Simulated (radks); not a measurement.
Results of a calculation; reference values are marked as such.
Spherical jellium clusters: N electrons in a uniform positive sphere of charge N and radius rs N^(1/3), rs = 3.05 bohr. Level of theory: non-relativistic Kohn-Sham, PBEsol, spin-polarised, spherical densities (a radial shooting solver with Libxc functionals). Levels are named by radial order and angular momentum (1s, 1p, 1d, 2s, ...), and open shells are averaged over m.

N = 28, configuration 1s2 1p6 1d10 2s2 1f(up 7, down 1). This is the lowest configuration that the search found. Occupied and some empty levels:

| level | occupation | eigenvalue (eV) | <r> (bohr) |
|---|---|---|---|
| 1s up | 1 | -7.4591 | 5.560 |
| 1s down | 1 | -7.2730 | 5.216 |
| 1p up | 3 | -6.3207 | 6.675 |
| 1p down | 3 | -5.9819 | 6.454 |
| 1d up | 5 | -4.9233 | 7.442 |
| 1d down | 5 | -4.4882 | 7.321 |
| 2s up | 1 | -4.3480 | 6.146 |
| 2s down | 1 | -4.0884 | 6.285 |
| 1f up | 7 | -3.3092 | 8.106 |
| 1f down | 1 | -2.8213 | 8.067 |
| 2p up | 0 | -2.5036 | 7.461 |
| 2p down | 0 | -2.2455 | 7.523 |
| 1g up | 0 | -1.5386 | 8.817 |
| 1g down | 0 | -1.0371 | 8.892 |
| 2d up | 0 | -0.86972 | 9.749 |

Energy (eV): total -45.4250, kinetic 81.456, external -2712.8, Hartree 1333.3, exchange-correlation -129.43, background 1382.1.

Electron density:

| r (bohr) | n(r) (e/bohr^3) |
|---|---|
| 0.677 | 0.01074 |
| 1.43 | 0.009809 |
| 2.18 | 0.008639 |
| 2.94 | 0.007724 |
| 3.69 | 0.007434 |
| 4.44 | 0.007832 |
| 5.20 | 0.008632 |
| 5.95 | 0.009286 |
| 6.71 | 0.009211 |
| 7.46 | 0.008086 |
| 8.21 | 0.006097 |
| 8.97 | 0.003877 |
| 9.72 | 0.002102 |
| 10.5 | 0.001016 |
| 11.2 | 0.0004505 |
| 12.0 | 0.0001937 |
| 12.7 | 0.00008200 |
| 13.5 | 0.00003405 |
| 14.2 | 0.00001425 |
| 15.0 | 5.953e-06 |
